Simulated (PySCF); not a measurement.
**P²⁺: interval between two levels**

P²⁺ [Ne] 3s2 3p1 [2P3/2, M_J = 3/2] → P²⁺ [Ne] 3s1 3p1 4s1 [4P5/2, M_J = 5/2], as a difference of total energies. Computed with PySCF 2.14 in x2c-TZVPall-2c with one added diffuse shell each of s, p type (6s7p2d1f, 44 functions), with the two-component X2C-1e Hamiltonian. Correlated levels: [Ne] frozen; the 6 highest virtual spinors dropped. "Screened" scales the spin-orbit matrix elements by Boettger's factors to mimic the two-electron term; Breit and QED terms are absent.

```
                    method  interval between two levels (cm⁻¹)
           GHF (spin-free)                              171700
          GMP2 (spin-free)                              179990
 GHF (screened spin-orbit)                              171730
GMP2 (screened spin-orbit)                              180020
```

The labels give the starting determinants; with spin-orbit coupling the two ends relaxed to ⟨J²⟩ = 3.76, ⟨L²⟩ = 2.01, ⟨S²⟩ = 0.75 and ⟨J²⟩ = 8.77, ⟨L²⟩ = 2.02, ⟨S²⟩ = 3.75.

The promoted electron is Rydberg-like, and one or two diffuse shells describe it only roughly, which tends to raise the upper state.
